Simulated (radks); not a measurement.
Sm7+, configuration [Kr] 4d10 4f(5/2: 2, 7/2: 0) 5s2 5p(1/2: 2, 3/2: 3) (not the ground configuration). All-electron calculation, Dirac Kohn-Sham, PBE, spin-unpolarised, spherical densities, finite nucleus; Fermi nuclear charge, rms radius 5.0819 fm. Program: a radial shooting solver on a logarithmic mesh with Libxc functionals.

Normalised radial functions P(r) = r R(r) (large component), r in bohr:

r           4p3/2    4d3/2    4d5/2
0.001831   0.0048   0.0001   0.0000
0.002422   0.0082   0.0001   0.0001
0.003179   0.0136   0.0003   0.0001
0.004173   0.0224   0.0005   0.0003
0.005477   0.0365   0.0010   0.0007
0.00719    0.0587   0.0021   0.0015
0.009437   0.0928   0.0042   0.0033
0.01239    0.1435   0.0085   0.0069
0.01626    0.2152   0.0170   0.0144
0.02151    0.3127   0.0340   0.0297
0.02824    0.4243   0.0650   0.0584
0.03706    0.5307   0.1201   0.1101
0.04865    0.5873   0.2113   0.1973
0.06386    0.5268   0.3485   0.3307
0.08382    0.2845   0.5271   0.5074
0.11      -0.1428   0.7078   0.6911
0.1444    -0.6208   0.8005   0.7943
0.1911    -0.8638   0.6688   0.6810
0.2508    -0.5652   0.2270   0.2585
0.3292     0.2499  -0.4568  -0.4154
0.4321     1.1296  -1.1083  -1.0749
0.5672     1.4938  -1.3911  -1.3802
0.7444     1.1927  -1.1893  -1.2005
0.9771     0.6199  -0.7216  -0.7409
1.283      0.2055  -0.3050  -0.3192
1.697      0.0377  -0.0799  -0.0856
2.228      0.0037  -0.0124  -0.0137
2.924      0.0002  -0.0010  -0.0011
3.838      0.0000  0.0000  0.0000

4p3/2: eigenvalue -358.53 eV, 2 radial nodes at r = 0.101, 0.306 bohr, <r> = 0.613 bohr, 90 % of the charge inside 0.888 bohr. 4d3/2: eigenvalue -249.38 eV, 1 radial node at r = 0.276 bohr, <r> = 0.645 bohr, 90 % of the charge inside 0.963 bohr. 4d5/2: eigenvalue -244.28 eV, 1 radial node at r = 0.281 bohr, <r> = 0.654 bohr, 90 % of the charge inside 0.976 bohr.
